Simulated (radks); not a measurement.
Results of a calculation; reference values are marked as such.
Question: Excited configurations of the antimony ion Sb3+: one electron is placed in a higher orbital outside [Kr] 4d10 5s1. The ground configuration is [Kr] 4d10 5s2. Code: a radial shooting solver on a logarithmic mesh with Libxc functionals. Model: non-relativistic Kohn-Sham, PBEsol, spin-polarised, spherical densities, point nucleus; open shells are filled with parallel spins first (spin-orbit coupling, left out, can overturn this in heavy ions); relativity is left out, which matters for an element this heavy. Excitation = E - E(ground); binding = E(ion) - E, where the ion is the core of charge +4; n* = 4/sqrt(2 binding) in atomic units, and the quantum defect is n - n*.

outer orbital  excitation (eV)  binding (eV)     n*  quantum defect  eigenvalue (eV)  <r> (bohr)
4f                      26.104        16.231  3.662           0.338          -12.977       3.195
5d                      20.252        22.082  3.140           1.860          -18.953       3.128
5f                      31.416        10.918  4.465           0.535           -9.361       5.945
6s                      22.101        20.233  3.280           2.720          -18.139       4.182
7s                      30.288        12.047  4.251           2.749          -10.797       6.993

Estimate the row for 5p.

Answer: excitation (eV) 7.648; binding (eV) 34.687; n* 2.505; quantum defect 2.495; eigenvalue (eV) -30.279; <r> (bohr) 2.346. The Delta-SCF ionisation energy is 42.334 eV (NIST Atomic Spectra Database: 43.80 eV, measured). Self-interaction in the functional shifts the binding energies and quantum defects, so they are the method's values and not measured ones. Relativity is left out here, which matters for elements this heavy.
